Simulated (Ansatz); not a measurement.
Born–Oppenheimer molecular dynamics of CH4BFO (8 atoms, charge 0, multiplicity 1). It starts from a relaxed structure.

Theory: RKS r2SCANh/6-31G in Ansatz 0.2.0.

| Item | Value |
| --- | --- |
| ensemble | NVE (velocity Verlet) |
| time step | 1 fs |
| steps asked | 166 |
| starting velocities drawn for | 1500 K |
| masses | H 10 u |
| seed | 883351 |

Frames 5 fs apart, positions in Å.

Velocities at 20 fs (Å/ps):

```
B 1.50 -6.91 -0.80
O -2.63 9.69 13.12
H 9.84 -7.07 -4.55
F -4.16 -1.01 -3.81
C -1.93 4.03 4.64
H -0.76 -2.13 -1.36
H 3.17 -3.01 -10.07
H 0.55 1.24 -2.49
```

```xyz
8
Properties=species:S:1:pos:R:3 time_fs=20 energy_less_start_eV=0.697 T=606
B -0.150 -0.097 0.011
O 0.081 0.261 1.278
H -0.650 0.146 1.900
F 1.007 -0.590 -0.558
C -1.456 -0.056 -0.825
H -1.538 -1.030 -1.196
H -2.453 0.372 -0.289
H -1.064 0.652 -1.543
8
Properties=species:S:1:pos:R:3 time_fs=25 energy_less_start_eV=0.563 T=780
B -0.140 -0.133 0.017
O 0.075 0.309 1.341
H -0.617 0.115 1.893
F 0.986 -0.594 -0.582
C -1.470 -0.022 -0.783
H -1.551 -1.050 -1.214
H -2.411 0.345 -0.352
H -1.071 0.659 -1.567
8
Properties=species:S:1:pos:R:3 time_fs=30 energy_less_start_eV=0.608 T=723
B -0.132 -0.148 0.067
O 0.100 0.350 1.365
H -0.643 0.083 1.939
F 0.969 -0.600 -0.614
C -1.458 -0.003 -0.751
H -1.578 -1.052 -1.239
H -2.361 0.316 -0.415
H -1.099 0.661 -1.596
8
Properties=species:S:1:pos:R:3 time_fs=35 energy_less_start_eV=0.611 T=718
B -0.124 -0.135 0.132
O 0.123 0.372 1.378
H -0.671 0.068 1.995
F 0.952 -0.606 -0.645
C -1.387 -0.034 -0.771
H -1.608 -1.018 -1.254
H -2.359 0.308 -0.447
H -1.141 0.650 -1.613
8
Properties=species:S:1:pos:R:3 time_fs=40 energy_less_start_eV=0.807 T=467
B -0.102 -0.113 0.153
O 0.115 0.367 1.418
H -0.655 0.086 2.025
F 0.933 -0.608 -0.663
C -1.326 -0.079 -0.812
H -1.629 -0.974 -1.267
H -2.364 0.307 -0.457
H -1.179 0.631 -1.624
8
Properties=species:S:1:pos:R:3 time_fs=45 energy_less_start_eV=0.777 T=505
B -0.073 -0.093 0.122
O 0.088 0.339 1.469
H -0.610 0.129 2.040
F 0.922 -0.606 -0.664
C -1.332 -0.081 -0.826
H -1.643 -0.969 -1.295
H -2.335 0.297 -0.458
H -1.198 0.614 -1.640
8
Properties=species:S:1:pos:R:3 time_fs=50 energy_less_start_eV=0.627 T=696
B -0.070 -0.072 0.089
O 0.088 0.300 1.472
H -0.606 0.173 2.087
F 0.929 -0.601 -0.653
C -1.386 -0.045 -0.811
H -1.646 -1.004 -1.334
H -2.286 0.284 -0.445
H -1.200 0.605 -1.669
8
Properties=species:S:1:pos:R:3 time_fs=55 energy_less_start_eV=0.551 T=795
B -0.109 -0.052 0.080
O 0.110 0.250 1.426
H -0.632 0.218 2.152
F 0.954 -0.594 -0.635
C -1.417 -0.026 -0.818
H -1.634 -1.034 -1.358
H -2.286 0.294 -0.395
H -1.191 0.604 -1.700
8
Properties=species:S:1:pos:R:3 time_fs=60 energy_less_start_eV=0.503 T=858
B -0.160 -0.054 0.070
O 0.110 0.193 1.390
H -0.620 0.269 2.167
F 0.983 -0.580 -0.610
C -1.409 -0.040 -0.863
H -1.607 -1.035 -1.352
H -2.340 0.325 -0.318
H -1.183 0.606 -1.726
8
Properties=species:S:1:pos:R:3 time_fs=65 energy_less_start_eV=0.437 T=942
B -0.182 -0.091 0.044
O 0.075 0.138 1.388
H -0.558 0.320 2.114
F 1.003 -0.556 -0.576
C -1.423 -0.050 -0.898
H -1.577 -1.021 -1.328
H -2.378 0.348 -0.261
H -1.180 0.613 -1.744
8
Properties=species:S:1:pos:R:3 time_fs=70 energy_less_start_eV=0.488 T=879
B -0.168 -0.146 0.024
O 0.030 0.082 1.380
H -0.494 0.374 2.045
F 1.015 -0.527 -0.538
C -1.466 -0.025 -0.891
H -1.556 -1.021 -1.304
H -2.370 0.347 -0.251
H -1.186 0.622 -1.756
8
Properties=species:S:1:pos:R:3 time_fs=75 energy_less_start_eV=0.500 T=860
B -0.157 -0.188 0.027
O 0.012 0.009 1.330
H -0.486 0.454 2.027
F 1.030 -0.501 -0.511
C -1.498 0.019 -0.853
H -1.555 -1.029 -1.282
H -2.332 0.330 -0.279
H -1.208 0.629 -1.752
```

Of the whole run (166 fs, mean temperature of the second half 731 K): The conserved energy stayed within 1.1 meV per atom of its start (net change 0.6 meV per atom), so the integration is sound. Over the second half the temperature averaged 0.49 of the 1500 K drawn at the start: a run that starts near a minimum puts about half its kinetic energy into the potential. A run of 0.17 ps of so small a system gives no equilibrium averages. Limits of this set-up: no polarisation functions.

The run took 3.1 min on 1 thread of Intel(R) Xeon(R) 6975P-C (Granite Rapids) (shared host), peak memory 0.13 GiB.
